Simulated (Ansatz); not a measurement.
A structure relaxed at PBE0-D4/def2-TZVP, charge 0, multiplicity 1:

```xyz
10

B     1.180    0.134    0.983
C     0.285   -0.419   -0.161
C    -0.802    0.489   -0.636
N    -2.039    0.245   -0.700
H     1.786   -0.615    1.691
H     1.324    1.314    1.119
H    -0.073   -1.440   -0.002
H     1.050   -0.488   -0.962
H    -0.475    1.491   -0.935
H    -2.236   -0.712   -0.397
```

Task: Give its formula and SMILES.

Result: C2H6BN, `BCC=N`.

Task: Summarise the bond lengths by kind.

Result: 1 × B–C 1.554 Å; 2 × B–H 1.196 to 1.197 Å; 1 × C–C 1.494 Å; 3 × C–H 1.094 to 1.110 Å; 1 × C–N 1.263 Å; 1 × H–N 1.023 Å.

All numbers were calculated with Ansatz.
